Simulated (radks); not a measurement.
Spherical quantum dot in the effective-mass picture: electrons in a well V = -V0 / (1 + exp((r - R)/a)) with V0 = 5.06, R = 4.78, a = 0.45, all in effective atomic units (hartree* = m*/eps^2 hartree, bohr* = eps/m* bohr), one dielectric constant everywhere. Method: non-relativistic Kohn-Sham, LDA (Slater exchange, Perdew-Wang correlation), spin-polarised, spherical densities; computed with a radial shooting solver with Libxc functionals. Levels are named by radial order and angular momentum (1s, 1p, 1d, 2s, ...), and open shells are averaged over m. Results are scaled to m* = 0.225 and eps = 5, for which hartree* = 244.9 meV and bohr* = 1.176 nm.

N = 13, configuration 1s2 1p6 1d(up 5, down 0). This is the lowest configuration that the search found. Occupied and some empty levels:

level    occupation  eigenvalue (meV)  <r> (nm)
1s up             1           -293.85     3.483
1s down           1           -279.80     3.448
1p up             3           -259.23     3.728
1p down           3           -244.23     3.718
1d up             5           -204.19     3.934
1d down           0           -188.82     3.936
1f up             0           -132.72     4.114
1f down           0           -117.37     4.122
2s up             0           -116.98     2.826
2s down           0           -109.43     2.827
2p up             0           -32.720     3.324
2p down           0           -23.335     3.318

Energy (meV): total -8694.57, kinetic 1351.3, external -14973, Hartree 5882.4, exchange-correlation -955.42.

Electron density:

r (nm)  n(r) (e/nm^3)
0.543        0.004379
1.13         0.007157
1.71          0.01270
2.29          0.02129
2.87          0.03080
3.45          0.03546
4.04          0.02919
4.62          0.01505
5.20         0.004294
5.79        0.0006734
6.37       0.00006842
6.95        5.672e-06
7.53        4.553e-07
